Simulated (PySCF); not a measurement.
This script is equivalent to a calculation on Ga³⁺ (gallium, charge +3).

```python
from pyscf import gto, scf, dft, mp, cc
import basis_set_exchange as bse
txt = bse.get_basis("aug-cc-pVTZ-PP", elements=["Ga"], fmt="nwchem", header=False)
cut = txt.index("\nECP")
mol = gto.M(atom="Ga 0 0 0", charge=3, spin=0, symmetry="D2h",
            basis=gto.basis.parse(txt[:cut]),
            ecp={"Ga": gto.basis.parse_ecp(txt[cut:])})
mf = dft.UKS(mol, xc="M062X")
mf.irrep_nelec = {'Ag': (3, 3), 'B1g': (1, 1), 'B2g': (1, 1), 'B3g': (1, 1), 'B1u': (1, 1), 'B2u': (1, 1), 'B3u': (1, 1)}
mf.kernel()
```

(1) What total energy does it give?

(2) Which occupied shell lies highest, and where?

Energies and moments cover only the electrons outside the core potential.

## Answers

(1) -257.483 hartree (calculated).

(2) 3d, at -60.143 eV.
